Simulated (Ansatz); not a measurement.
Reactions of CH4AlGaO, SMILES `[OH][Al]1[CH2][GaH]1`.

Isolated molecules relaxed with PBE0-D4/def2-TZVP in Ansatz; ΔE leaves out vibrations. CCSD(T)/CBS adds triple-zeta CCSD(T) − MP2 to the extrapolated MP2 energy (def2 sets, frozen cores). This one scheme is used for every species, atoms too. Functionals use def2-TZVPP. Open shells (•) are unrestricted, without spin–orbit coupling. Spin–orbit coupling would lower the free atoms: a little for Al, C, O; clearly for Ga. For Ga outer-core shells are correlated without core-valence functions, so the limit isn't a true one: a few kJ/mol of doubt a bond, and 10 to 20 or more in all where bonds break to atoms. Scalar relativity is left out up to krypton. Each species was taken in one conformer, which may not be the lowest.

```json
{"reaction": "`[OH][Al]1[CH2][GaH]1` + HCl → `[Cl][Al]1[CH2][GaH]1` + H₂O", "ωB97X-V (kcal/mol)": "-6.9", "MP2/CBS(def2) (kcal/mol)": "-8.2", "B2PLYP (kcal/mol)": "-6.4", "CCSD/CBS(def2) (kcal/mol)": "-7.7", "CCSD(T)/CBS(def2) (kcal/mol)": "-7.8"}
{"reaction": "`[OH][Al]1[CH2][GaH]1` + H–F → `[F][Al]1[CH2][GaH]1` + H₂O", "ωB97X-V (kcal/mol)": "-12.0", "MP2/CBS(def2) (kcal/mol)": "-11.3", "B2PLYP (kcal/mol)": "-12.0", "CCSD/CBS(def2) (kcal/mol)": "-11.9", "CCSD(T)/CBS(def2) (kcal/mol)": "-11.7"}
{"reaction": "`[OH][Al]1[CH2][GaH]1` → Al• + C• + Ga• + 4 H• + O•", "ωB97X-V (kcal/mol)": "602.9", "MP2/CBS(def2) (kcal/mol)": "619.7", "B2PLYP (kcal/mol)": "593.9", "CCSD/CBS(def2) (kcal/mol)": "594.8", "CCSD(T)/CBS(def2) (kcal/mol)": "606.4"}
{"reaction": "`[OH][Al]1[CH2][GaH]1` + H₂ → `[CH2]1[AlH][GaH]1` + H₂O", "ωB97X-V (kcal/mol)": "28.8", "MP2/CBS(def2) (kcal/mol)": "30.8", "B2PLYP (kcal/mol)": "29.7", "CCSD/CBS(def2) (kcal/mol)": "28.1", "CCSD(T)/CBS(def2) (kcal/mol)": "28.7"}
```

Largest T1 diagnostic: 0.018, for Al•.
